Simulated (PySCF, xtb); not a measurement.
AlAs2FH4, SMILES [F][Al]([AsH2])[AsH2].

Harmonic wavenumbers (cm⁻¹) from GFN2-xTB in xtb at its own minimum, in rising order: 60, 67, 87, 121, 147, 220, 424, 429, 472, 501, 509, 730, 991, 992, 1757, 1775, 1798, 1806.

Q: What does PBE-D3(BJ)/def2-SVP (PySCF) give at its own minimum? (The exact figures need the calculation; the answer reports its results.)

A: 62, 70, 92, 145, 158, 219, 406, 429, 500, 541, 556, 820, 951, 952, 2111, 2111, 2129, 2130. Paired by order, the mean absolute difference is 94 cm⁻¹ and the zero-point energies are 18.4 and 20.6 kcal/mol.
